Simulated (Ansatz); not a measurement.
`C=C[Si](Cl)(Cl)Cl`, charge 0, multiplicity 1.

Problem. Give a relaxed structure at PBE0-D4/def2-TZVP (the Gaussian-basis code of Ansatz). (Best estimate.)

Solution. Ansatz gave: 
Z-matrix (Å, degrees):
```
Si
C 1 1.836
Cl 1 2.037 2 110.3
Cl 1 2.036 2 110.9 3 120.6
Cl 1 2.037 2 110.3 3 -118.8
C 2 1.329 1 123.8 3 -120.6
H 2 1.088 1 116.7 3 59.4
H 6 1.085 2 121.8 1 -0.0
H 6 1.086 2 121.6 1 180.0
```
Point group Cs.
This is one stationary point; other conformers may exist.
